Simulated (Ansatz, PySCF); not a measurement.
Breaking the C3–H4 bond in CH4Be (SMILES [BeH][CH3]) (multiplicity 1 held, fragments rigid). Energies count from the point at 1.095 Å.
Geometry at that point (charge 0, multiplicity 1):
```tsv
atom	x (Å)	y (Å)	z (Å)
Be	-0.9385	-0.4948	-0.1342
H	-2.1072	-1.1109	-0.3012
C	0.5312	0.2800	0.0759
H	1.0155	-0.0062	1.0158
H	0.4218	1.3697	0.0949
H	1.2371	0.0463	-0.7283
```

Unrestricted levels (U-) break spin symmetry where that is lower. Active spaces are followed from a long bond inwards. Curves can end on different states.

Correlated levels freeze the cores. Rows in 6-31G* carry no dispersion term and start afresh at each structure (6-31G* with six Cartesian d functions).

Programs: Ansatz (Gaussian basis) for Hartree–Fock, density functionals and correlated methods; PySCF for 6-31G* rows. 

Energies in eV.

```csv
R (Å),R-B3LYP/6-31G*,U-wB97X-V/cc-pVTZ,"FIC-NEVPT4(SD) on CASSCF(2,2)/cc-pVTZ","FIC-MRCISD on CASSCF(2,2)/cc-pVTZ","FIC-MRCISD+Q on CASSCF(2,2)/cc-pVTZ"
0.876,1.29,1.24,1.23,1.22,1.22
0.986,0.26,0.25,0.24,0.24,0.24
1.095,0.00,0.00,0.00,0.00,0.00
1.205,?,0.16,0.16,0.16,0.16
1.314,0.51,0.53,0.52,0.52,0.52
1.479,1.21,1.27,1.22,1.22,1.22
1.643,1.95,2.06,1.94,1.94,1.95
1.917,?,3.29,2.99,2.98,3.00
2.191,4.04,4.19,3.75,3.74,3.77
2.519,4.93,4.63,4.32,4.29,4.33
2.957,5.76,4.83,4.65,4.62,4.67
3.505,6.41,4.89,4.78,4.74,4.79
```

**Question.** Some entries are withheld; supply them.

**Answer.** 
- 1.917, R-B3LYP/6-31G*: 3.09
- 1.205, R-B3LYP/6-31G*: 0.15

Doubts at one or more of the structures used: a restricted determinant that unrestricted orbitals would lower (R-B3LYP/6-31G*); a spin-contaminated determinant (U-wB97X-V/cc-pVTZ).

Ansatz is a first-principles code.
